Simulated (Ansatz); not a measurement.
`[AlH2][BH]O[SiH3]` + CH₃SH → `C[S][AlH2]` + `BO[SiH3]` at 600 K and 1 bar (cleavage of the Al–B bond).

Computed with Ansatz on PBE0-D4/def2-TZVP structures; ΔE is electronic, products minus reactants. CCSD(T)/CBS is the MP2 limit (def2-TZVPP, def2-QZVPP) plus CCSD(T) − MP2 in def2-TZVPP, frozen cores. This one scheme is used for every species. One conformer a species, not always the lowest.

```tsv
species	CCSD(T)/CBS energy (Eh)	H − E (kJ/mol)	S (J/(mol·K))
`[AlH2][BH]O[SiH3]`	-634.69802	209.2	453.9
CH₃SH	-438.22835	152.3	296.8
`C[S][AlH2]`	-680.87163	186.0	379.7
`BO[SiH3]`	-392.11480	178.4	358.6
```

H − E and S are ideal-gas, rigid-rotor, harmonic terms from PBE0-D4/def2-TZVP, for one conformer and one mirror image of each species. 1 Eh = 2625.50 kJ/mol, R = 8.31446 J/(mol·K).

**Question.** By hand: ΔE, ΔH, ΔS and ΔG.

**Answer.** ΔE = (-680.87163) + (-392.11480) − (-634.69802) − (-438.22835) = -0.06006 Eh = -157.7 kJ/mol. Δ(H − E) = 186.0 + 178.4 − 209.2 − 152.3 = 2.9, so ΔH = -154.8 kJ/mol. ΔS = 379.7 + 358.6 − 453.9 − 296.8 = -12.4 J/(mol·K). ΔG = -154.8 − 600 × (-12.4)/1000 = -147.4 kJ/mol.

**Question.** By hand: the equilibrium constant, and the temperature at which ΔG would vanish if ΔH and ΔS stayed fixed.

**Answer.** log₁₀ K = −ΔG/(RT ln 10) = 12.8. ΔG = 0 at ΔH/ΔS = 12484 K, far beyond where these terms or the molecules hold.

The number of gas molecules stays the same, so ΔS is small and ΔH decides. A doubt of 5 kJ/mol in ΔE shifts log₁₀ K by 0.4 here. Other conformers and mirror images would add mixing entropy, several J/(mol·K) or more a flexible species. These are equilibria of isolated gas molecules and say nothing of rates. Largest T1 diagnostic: 0.013 (customary marks: 0.02 for closed shells, 0.045 for open ones).
